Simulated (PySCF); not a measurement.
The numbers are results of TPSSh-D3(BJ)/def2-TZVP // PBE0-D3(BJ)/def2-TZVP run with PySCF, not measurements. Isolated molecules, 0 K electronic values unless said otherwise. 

Reference species (SMILES): `Cl[C](Cl)Cl` (neutral, multiplicity 2).

```json
{
  "dipole_moment": "0.15 D"
}
```

Changed species: `Cl[CH2]` (radical fragment; the reference has radical fragment).

Problem. Give the shifts of the dipole moment.

Solution. the dipole moment rises by 0.90 D, to 1.05 D.
